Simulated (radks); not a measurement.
These are the eigenvalues of the occupied orbitals of an atom or ion with whole-number occupations (Ry). Calculated with a radial shooting solver on a logarithmic mesh with Libxc functionals: scalar-relativistic Kohn-Sham, MS2 meta-GGA, spin-polarised, spherical densities, finite nucleus; meta-GGA in the generalised Kohn-Sham scheme; Fermi nuclear charge, rms radius of each element as measured or else 0.836 A^(1/3) + 0.57 fm.

orbital  eigenvalue
1s up     -233.8151
1s down   -233.7725
2s up     -25.74621
2s down   -25.72753
2p up     -20.59973
2p down   -20.54765
3s up      -4.83693
3s down    -4.49877
3p up      -3.58578
4s up      -1.32853
4s down    -1.31469

Which element is it, and in what charge state? The configuration may be excited. Open shells, if any, are filled with parallel spins first.

Answer. Z = 18, argon, charge +2: Ar2+ in [Ne] 3s2 3p2 4s2. The list shows which subshells hold electrons but not how many an open one holds; the 1s level, -116.91 hartree, gives Z - s = 15.3 by -(Z - s)^2/2, which with screening and relativity narrows Z to a few neighbours, and the depths of the outer levels then fix element, charge and occupations together.
